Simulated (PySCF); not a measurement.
A GIAO shielding run with PySCF 2.14 (density fitting, non-relativistic, gas phase) on `C#C[C@@H](CC)NC(=O)[SiH3]`, C$_{6}$H$_{11}$NOSi:

```
$ OMP_NUM_THREADS=1 python probes_run.py task.json out

{"job": {"kind": "nmr", "xc": "PBE0", "basis": "pcSseg-1"}, "charge": 0, "multiplicity": 1}
C     -1.258290     2.626833    -1.815734
C     -1.085758     1.750055    -1.019315
C     -0.832714     0.654461    -0.098134
C     -1.766099    -0.529023    -0.400954
C     -1.604756    -1.648334     0.619142
N      0.564453     0.256282    -0.174427
C      1.404509     0.279857     0.883463
O      1.042626     0.638585     1.991003
Si     3.207948    -0.283060     0.537786
H     -1.429429     3.410897    -2.491592
H     -0.985441     0.997425     0.933233
H     -1.549916    -0.902368    -1.405714
H     -2.794582    -0.163266    -0.395077
H     -2.280834    -2.468754     0.390335
H     -0.585626    -2.029048     0.614112
H     -1.825320    -1.285388     1.620127
H      0.905351    -0.036167    -1.076598
H      3.911686    -0.402556     1.805478
H      3.820703     0.709577    -0.347563
H      3.136341    -1.565327    -0.172606
```

Hardware: 1 thread of an Arm Neoverse N1, shared host. The job also computes population analyses, field gradients.

(1) How large is the calculation?

(2) How long does it take, and how much memory does it need?

Answers

(1) 76 electrons, 215 basis functions and 1130 auxiliary functions.

(2) 84 s of wall time, with 16 SCF cycles and 5 response iterations; peak memory 1 GiB. Times on a shared host scatter by some tens of per cent.
